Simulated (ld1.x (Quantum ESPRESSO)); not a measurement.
# u(r) = r·R(r): atom against pseudo-atom (indium (In))

Columns: radius, all-electron u(r) and pseudo u(r) of the 5s shell (level -8.68 eV) of indium in the configuration [Kr] 4d10 5s1.5 5p1.5; BLYP, scalar-relativistic, TM scheme, ld1.x (Quantum ESPRESSO) 7.5.

```
r (bohr)  all-electron  pseudo
   0.123       -0.0786  0.0363
   0.245        0.2090  0.0709
   0.368        0.0708  0.1028
   0.490       -0.1800  0.1309
   0.613       -0.3169  0.1559
   0.735       -0.3105  0.1791
   0.858       -0.2060  0.2044
   0.980       -0.0561  0.2359
   1.103        0.1051  0.2790
   1.225        0.2541  0.3371
   1.348        0.3833  0.4110
   1.470        0.4875  0.4924
   1.593        0.5684  0.5686
   1.715        0.6270  0.6270
   1.838        0.6670  0.6670
   1.960        0.6904  0.6904
   2.083        0.7007  0.7007
   2.205        0.7002  0.7002
   2.328        0.6911  0.6911
   2.450        0.6754  0.6754
   2.573        0.6546  0.6546
   2.695        0.6302  0.6302
   2.818        0.6030  0.6030
   2.940        0.5744  0.5744
   3.063        0.5446  0.5446
   3.185        0.5146  0.5146
```

**Question.** How many radial nodes do the two functions have?

**Answer.** The all-electron 5s function has n − l − 1 = 4 (the table is too coarse to show those close to the nucleus); the pseudo-wave has 0, since the states of the same l below it are removed with the core.

**Question.** At about which radius was the pseudo-wave matched?

**Answer.** 1.70 bohr, where the columns begin to agree (steps of 0.12 bohr).

**Question.** Is the pseudo-wave norm-conserving?

**Answer.** Yes: the TM scheme keeps the norm inside the radius equal to the all-electron one, which fixes the energy derivative of the logarithmic derivative at the level.
